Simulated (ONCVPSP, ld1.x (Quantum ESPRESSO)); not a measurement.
## Potentials for carbon compared

Generated with ld1.x 7.5 (TM, RRKJ, ultrasoft, PAW), atompaw 4.2 or ONCVPSP 4.0.1. The cutoff is in Ry: for ld1.x and atompaw files where the sum of valence levels is converged to 10 mRy in a Bessel basis, for ONCV files where the hardest occupied wave has 1 mHa per electron of residual kinetic energy. The error is the largest all-electron minus pseudo excitation energy over each file’s own four to seven test configurations (ionisations up to +4, promotions, holes and added fractions of an electron), all of which were solved. The labels leave out finer settings (local radius, basis sizes, second energies), which also bear on the numbers. Spin-polarised tests are not counted. The rows are a selection from randomly drawn settings: files with unsolved tests, undetermined cutoffs or missed reference levels are left out.

```tsv
potential	cutoff (Ry)	largest error (meV)	bound ghosts
ONCV, PW91, scalar-relativistic, rc 1.15/2.65/2.50 (spd), local smoothed, core correction yes, reference 2s2 2p1, qcut 6.6/5.5/4.3, projectors 2/2/1	36	+857	none
ONCV, PBEsol, scalar-relativistic, rc 1.30/2.00 (sp), local smoothed, core correction no, reference 2s2 2p2, qcut 6.3/8.2, projectors 1/2	35	+471	none
ONCV, PBE, scalar-relativistic, rc 1.25/3.20/3.50 (spd), local smoothed, core correction yes, reference 2s2 2p2, qcut 5.7/4.9/2.6, projectors 2/2/2	29	+2640	none
ONCV, LDA (Perdew-Zunger), scalar-relativistic, rc 0.40/1.35 (sp), local smoothed, core correction no, reference 1s2 2s2 2p1, qcut 38.5/5.4, projectors 2/1	861	+150	none
RRKJ, LDA (PZ), non-relativistic, rc 1.00/2.10 (sp), local s, core correction yes, reference 2s2 2p1	40	+461	none
ultrasoft, PBE, scalar-relativistic, rc 1.15/2.10 (sp), local smoothed, core correction yes, reference 2s2 2p2	18	+276	none
TM, PBE, non-relativistic, rc 0.90/1.85 (sp), local s, core correction yes, reference 2s2 2p2	55	+446	none
PAW, PBEsol, scalar-relativistic, rc 0.85/1.50 (sp), local smoothed, core correction yes, reference 2s2 2p1	40	-22	none
```

(1) Fill in the row for C: TM, LDA (PZ), non-relativistic, rc 0.95/2.20 (sp), local s, core correction no, reference 2s2 2p2.

Answers

(1) cutoff 35 Ry, largest error +889 meV, bound ghosts: none.
